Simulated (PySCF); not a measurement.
Nb(S)(F)(NH2)2 (FH₄N₂NbS), SMILES [NH2][Nb]([NH2])([F])=[S], multiplicity 1. Coordinates come from a B3LYP-D3(BJ)/def2-SVP optimisation. The multiplicity is an assumed one; other spin states were not compared. The def2 effective core potentials stand for the cores of Nb; spin–orbit coupling is left out. Other conformers were not sampled.

Level of theory: PySCF with B3LYP-D3(BJ)/def2-SVP.

Harmonic wavenumbers (cm⁻¹): 156, 158, 182, 182, 199, 217, 369, 487, 522, 530, 538, 603, 682, 697, 697, 1496, 1500, 3520, 3523, 3619, 3619. Rotational constants (GHz): 2.836, 1.971, 1.937; symmetry number 1.

### Question
Work out the zero-point energy and the ideal-gas rigid-rotor harmonic-oscillator thermochemistry at 298.15 K and 1 atm.

### Answer
ZPE = ½ Σ hcν = ½ × 23497 cm⁻¹ = 33.59 kcal/mol. H − E(el) = 39.25 kcal/mol. Entropy in cal/(mol K): translation 41.40, rotation 27.79, vibration 18.86, total 88.05. G − E(el) = 12.99 kcal/mol. Cp = 29.20 cal/(mol K).
